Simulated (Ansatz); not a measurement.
All values below come from B3LYP-D3(BJ)/def2-TZVP (Ansatz, a program for electronic structure). No frequencies were computed at this level.

Ansatz 0.2 input:
```yaml
crystal:
  periodic: [false, false, false]
  atoms:
    - { symbol: N, position_ang: [0.648999, 0.011275, 0.222932] }
    - { symbol: C, position_ang: [-0.624318, -0.011782, -0.214792] }
    - { symbol: O, position_ang: [-1.553976, -0.457478, 0.402055] }
    - { symbol: H, position_ang: [0.854656, -0.370075, 1.132908] }
    - { symbol: H, position_ang: [1.400673, 0.393386, -0.321265] }
    - { symbol: H, position_ang: [-0.726035, 0.434674, -1.221838] }
basis:
  gaussian: { orbitals: def2-tzvp }
hamiltonian:
  xc: b3lyp
  dispersion: d3bj
relax:
  max_steps: 150
```

Output:

```
Functional definition: B3LYP
618 factors; their error is unknown
mean field evaluation 1: about -4618.0371 eV, gradient 6.4e1 eV
mean field evaluation 2: about -4606.5532 eV, gradient 9.9e1 eV
mean field evaluation 4: about -4625.0857 eV, gradient 6.6e0 eV
mean field evaluation 8: about -4625.1653 eV, gradient 3.4e-1 eV
mean field -4625.16546217 eV, -169.9716956851 hartree, gradient 3.5e-5 eV, S^2 0.000000; 0 other end points of the search recorded, 0 dependent functions left out
reference -4625.16565825 eV, -169.9717028908 hartree; 12, 12 occupied and 99, 99 virtual orbitals, 618 factors
relax step   1: F+E_penalty+E_count = -4625.28271801 eV  Δ(F+E_penalty+E_count) = +0.000e0 eV  max|allowed force component| = 5.805e-1 eV/Å  Δτ_max = 0.0000 Å  (26 SCF iters, accepted)
these checks for a lower state are left out or cut short: starts, cluster_reference, orbital_swaps, neighbouring_geometries, increment
618 factors; their error is unknown
mean field evaluation 16: about -4625.1669 eV, gradient 9.8e-1 eV
mean field -4625.17104841 eV, -169.9719009754 hartree, gradient 1.9e-5 eV, S^2 0.000000; 0 other end points of the search recorded, 0 dependent functions left out
reference -4625.17124488 eV, -169.9719081956 hartree; 12, 12 occupied and 99, 99 virtual orbitals, 618 factors
relax step   2: F+E_penalty+E_count = -4625.28816339 eV  Δ(F+E_penalty+E_count) = -5.445e-3 eV  max|allowed force component| = 1.922e-1 eV/Å  Δτ_max = 0.0082 Å  (32 SCF iters, accepted)
these checks for a lower state are left out or cut short: starts, cluster_reference, orbital_swaps, neighbouring_geometries, increment
618 factors; their error is unknown
mean field -4625.17052094 eV, -169.9718815914 hartree, gradient 2.0e-5 eV, S^2 0.000000; 0 other end points of the search recorded, 0 dependent functions left out
reference -4625.17071761 eV, -169.9718888189 hartree; 12, 12 occupied and 99, 99 virtual orbitals, 618 factors
relax step   3: F+E_penalty+E_count = -4625.28756260 eV  Δ(F+E_penalty+E_count) = +6.008e-4 eV  max|allowed force component| = 1.707e-1 eV/Å  Δτ_max = 0.0124 Å  (32 SCF iters, rejected (line search))
these checks for a lower state are left out or cut short: starts, cluster_reference, orbital_swaps, neighbouring_geometries, increment
618 factors; their error is unknown
mean field evaluation 32: about -4625.1719 eV, gradient 3.3e-1 eV
mean field -4625.17204880 eV, -169.9719377393 hartree, gradient 1.9e-5 eV, S^2 0.000000; 0 other end points of the search recorded, 0 dependent functions left out
reference -4625.17224542 eV, -169.9719449647 hartree; 12, 12 occupied and 99, 99 virtual orbitals, 618 factors
relax step   4: F+E_penalty+E_count = -4625.28912449 eV  Δ(F+E_penalty+E_count) = -9.611e-4 eV  max|allowed force component| = 4.990e-2 eV/Å  Δτ_max = 0.0062 Å  (32 SCF iters, accepted)
these checks for a lower state are left out or cut short: starts, cluster_reference, orbital_swaps, neighbouring_geometries, increment
618 factors; their error is unknown
mean field -4625.17199585 eV, -169.9719357934 hartree, gradient 1.9e-5 eV, S^2 0.000000; 0 other end points of the search recorded, 0 dependent functions left out
reference -4625.17219246 eV, -169.9719430185 hartree; 12, 12 occupied and 99, 99 virtual orbitals, 618 factors
relax step   5: F+E_penalty+E_count = -4625.28907257 eV  Δ(F+E_penalty+E_count) = +5.192e-5 eV  max|allowed force component| = 4.667e-2 eV/Å  Δτ_max = 0.0036 Å  (32 SCF iters, rejected (line search))
these checks for a lower state are left out or cut short: starts, cluster_reference, orbital_swaps, neighbouring_geometries, increment
618 factors; their error is unknown
mean field -4625.17212086 eV, -169.9719403872 hartree, gradient 1.9e-5 eV, S^2 0.000000; 0 other end points of the search recorded, 0 dependent functions left out
reference -4625.17231750 eV, -169.9719476136 hartree; 12, 12 occupied and 99, 99 virtual orbitals, 618 factors
relax step   6: F+E_penalty+E_count = -4625.28919022 eV  Δ(F+E_penalty+E_count) = -6.574e-5 eV  max|allowed force component| = 6.111e-4 eV/Å  Δτ_max = 0.0017 Å  (33 SCF iters, accepted)
618 factors; their error is unknown
mean field evaluation 64: about -4625.1696 eV, gradient 6.7e-2 eV
mean field -4625.17212086 eV, -169.9719403872 hartree, gradient 1.9e-5 eV, S^2 0.000000; 1 other end points of the search recorded, 0 dependent functions left out
reference -4625.17231750 eV, -169.9719476136 hartree; 12, 12 occupied and 99, 99 virtual orbitals, 618 factors
Total energy: -4625.28938687 eV, -169.9762498336 hartree
Atom 0 at     0.654815     0.009110     0.230465 Å, force     0.000611     0.000014     0.000104 eV/Å
Atom 1 at    -0.625698    -0.010402    -0.216379 Å, force    -0.000241    -0.000260     0.000353 eV/Å
Atom 2 at    -1.566824    -0.457678     0.397351 Å, force     0.000184     0.000059    -0.000034 eV/Å
Atom 3 at     0.867326    -0.371023     1.138667 Å, force    -0.000219     0.000049    -0.000097 eV/Å
Atom 4 at     1.396105     0.395184    -0.326660 Å, force    -0.000379    -0.000069     0.000016 eV/Å
Atom 5 at    -0.725724     0.434808    -1.223443 Å, force     0.000044     0.000208    -0.000341 eV/Å
Dipole moment:     0.771535     0.223866    -0.192504 e Å
```

Cost: roughly 11 core-seconds.
